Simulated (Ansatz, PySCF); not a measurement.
H₃Sn, SMILES [SnH3-], charge -1. Atoms are numbered in the order given.

```xyz
4

Sn     0.0000     0.0000    -0.0163
H      1.3072     0.7547     0.9814
H     -1.3072     0.7547     0.9814
H      0.0000    -1.5094     0.9814
```
Charge -1, spin multiplicity 1.

Coordinates come from a B3LYP-D3(BJ)/def2-TZVPD optimisation. The def2 effective core potentials stand for the cores of Sn; spin–orbit coupling is left out.

Two levels are set side by side: PBE-D3(BJ)/def2-TZVPD (Ansatz, a first-principles code) and B3LYP-D3(BJ)/def2-TZVPD (Ansatz). Each level has its own optimised geometry; the coordinates shown are those of the second. Frequencies come from the Hessian of PySCF at each geometry. Differences are taken from unrounded values.

| quantity | B3LYP-D3(BJ) | PBE-D3(BJ) | PBE-D3(BJ) minus B3LYP-D3(BJ) |
|---|---|---|---|
| mean bond length (Å) | 1.809 | 1.818 | 0.008 |
| bond Sn1–H2 (Å) | 1.809 | 1.818 | 0.008 |
| bond Sn1–H3 (Å) | 1.809 | 1.818 | 0.008 |
| bond Sn1–H4 (Å) | 1.809 | 1.818 | 0.008 |
| highest harmonic wavenumber (cm⁻¹) | 1533 | 1503 | -29 |
| mean harmonic wavenumber (cm⁻¹) | 1134 | 1103 | -30 |
| zero-point energy (kcal/mol) | 9.72 | 9.46 | -0.26 |

Exact exchange shortens and stiffens bonds; PBE has none. Differences between two approximate levels are no errors against the true value.
